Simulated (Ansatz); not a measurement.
Total energies of `O[SiH2][Si](F)(Cl)Cl`.

```xyz
9

O     1.574    0.550    1.086
Si    0.664    0.649   -0.280
Si   -1.167   -0.765    0.043
F    -2.089   -0.292    1.246
Cl   -2.318   -0.735   -1.643
Cl   -0.607   -2.683    0.432
H     2.383    1.062    1.142
H     0.166    2.029   -0.536
H     1.395    0.185   -1.491
```

Total charge 0; spin multiplicity 1. The structure was optimised at the PBE0-D4/def2-TZVP level. It is one conformer, not always the lowest. Basis def2-TZVPP, the Gaussian-basis code of Ansatz.

RPA on PBE orbitals: Hartree–Fock energy of these orbitals -1673.18795 Eh, correlation -1.76540 Eh (frozen core).

| functional | energy without D4 (Eh) | D4 term (kJ/mol) |
| --- | --- | --- |
| LDA (SPW92) | -1670.13924 | – |
| revPBE | -1676.24553 | -74.1 |
| B97M-V | -1676.16252 | – |
| PBE0 | -1675.88452 | -25.3 |
| r2SCANh | -1676.40353 | -7.7 |
| BHLYP | -1676.53680 | -41.0 |
| ωB97X-V | -1676.31959 | – |
| ωB97M-V | -1676.47847 | – |
| B2PLYP | -1676.00867 | – |
| PBE-QIDH | -1675.53178 | – |

**Question.** Give the same for PBE, BLYP, r2SCAN, B3LYP, r2SCAN0, HSE06 (plane-wave form), CAM-B3LYP, LC-ωPBE. (Estimate.)

**Answer.** The calculation gave: 
```csv
functional,energy without D4 (Eh),D4 term (kJ/mol)
PBE,-1675.75312,-29.3
BLYP,-1676.56885,-62.4
r2SCAN,-1676.41949,-7.0
B3LYP,-1676.67304,-47.9
r2SCAN0,-1676.38107,-8.6
HSE06 (plane-wave form),-1675.84889,-23.9
CAM-B3LYP,-1676.60224,-26.3
LC-ωPBE,-1676.07416,–
```

B3LYP takes the VWN-RPA correlation (the form of Gaussian; ORCA's B3LYP/G). HSE06 is the plane-wave form, built on full-range PBE exchange. The double hybrids freeze the cores in their second-order part.

LC-ωPBE has ω = 0.4 bohr⁻¹.
